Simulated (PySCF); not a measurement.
Spin-rotation constants: SMILES [CH3][AlH][N]1C=C[SiH2]C1, C4H10AlNSi

Geometry:
```json
{"atom": "C1", "x (Å)": "3.195", "y (Å)": "-0.083", "z (Å)": "0.124"}
{"atom": "Al2", "x (Å)": "1.525", "y (Å)": "-1.055", "z (Å)": "-0.329"}
{"atom": "N3", "x (Å)": "-0.136", "y (Å)": "-0.348", "z (Å)": "-0.142"}
{"atom": "C4", "x (Å)": "-1.234", "y (Å)": "-1.093", "z (Å)": "-0.477"}
{"atom": "C5", "x (Å)": "-2.479", "y (Å)": "-0.594", "z (Å)": "-0.347"}
{"atom": "Si6", "x (Å)": "-2.384", "y (Å)": "1.135", "z (Å)": "0.314"}
{"atom": "C7", "x (Å)": "-0.470", "y (Å)": "0.996", "z (Å)": "0.355"}
{"atom": "H8", "x (Å)": "4.084", "y (Å)": "-0.693", "z (Å)": "-0.067"}
{"atom": "H9", "x (Å)": "3.233", "y (Å)": "0.214", "z (Å)": "1.178"}
{"atom": "H10", "x (Å)": "3.312", "y (Å)": "0.840", "z (Å)": "-0.456"}
{"atom": "H11", "x (Å)": "1.484", "y (Å)": "-2.492", "z (Å)": "-0.877"}
{"atom": "H12", "x (Å)": "-1.004", "y (Å)": "-2.092", "z (Å)": "-0.846"}
{"atom": "H13", "x (Å)": "-3.345", "y (Å)": "-1.175", "z (Å)": "-0.609"}
{"atom": "H14", "x (Å)": "-2.929", "y (Å)": "1.373", "z (Å)": "1.659"}
{"atom": "H15", "x (Å)": "-2.821", "y (Å)": "2.222", "z (Å)": "-0.574"}
{"atom": "H16", "x (Å)": "-0.059", "y (Å)": "1.117", "z (Å)": "1.360"}
{"atom": "H17", "x (Å)": "0.022", "y (Å)": "1.741", "z (Å)": "-0.276"}
```

Method used: GIAO KT3/pcSseg-1 magnetisability, rotational g tensor and spin-rotation constants, non-relativistic, gas phase in PySCF 2.14.0. Geometry: GFN2-xTB.

Task: Give the nuclear spin-rotation constants along the inertial axes (H = +C I·J) beside the isotropic shieldings.

Result: Rotational constants 4.4245, 0.9504, 0.7971 GHz. A star marks the isotopologue with that one atom substituted, in its own axes.
| atom | isotope | Caa (kHz) | Cbb (kHz) | Ccc (kHz) | mean (kHz) | σ (ppm) |
| --- | --- | --- | --- | --- | --- | --- |
| Al2 | 27Al | 3.343 | 0.607 | 0.540 | 1.497 | 356.9 |
| N3 | 14N | 0.459 | 0.132 | 0.045 | 0.212 | 100.8 |
| H8 | 1H | 0.009 | -0.096 | -0.095 | -0.061 | 31.7 |
| H9 | 1H | -0.487 | -0.064 | -0.033 | -0.194 | 31.7 |
| H10 | 1H | -0.487 | -0.063 | -0.033 | -0.194 | 31.7 |
| H11 | 1H | -0.280 | 0.020 | -0.061 | -0.107 | 27.0 |
| H12 | 1H | -0.264 | 0.078 | -0.085 | -0.090 | 24.2 |
| H13 | 1H | -0.146 | 0.019 | -0.099 | -0.075 | 27.5 |
| H14 | 1H | -0.240 | -0.065 | 0.001 | -0.101 | 26.9 |
| H15 | 1H | -0.240 | -0.065 | 0.001 | -0.101 | 26.9 |
| H16 | 1H | -0.360 | -0.059 | -0.014 | -0.144 | 28.6 |
| H17 | 1H | -0.360 | -0.059 | -0.014 | -0.144 | 28.6 |
| C1 | 13C* | 0.482 | 0.098 | 0.077 | 0.219 | 194.7 |
| C4 | 13C* | 1.517 | 0.481 | 0.158 | 0.719 | 32.7 |
| C5 | 13C* | 1.034 | 0.336 | 0.101 | 0.490 | 106.6 |
| Si6 | 29Si* | -2.503 | -0.511 | -0.481 | -1.165 | 403.0 |
| C7 | 13C* | 0.835 | 0.126 | 0.146 | 0.369 | 152.0 |

For the geometry as given, no vibrational averaging.

Task: How do the rotational constants and the g tensor change when H8, H9, H10, H11, H12, H13, H14, H15, H16, H17 are replaced by deuterium?

Result: Constants 3.4355, 0.8293, 0.6898 GHz; g -0.0517, -0.0119, -0.0062, against -0.0664, -0.0136, -0.0071 before.
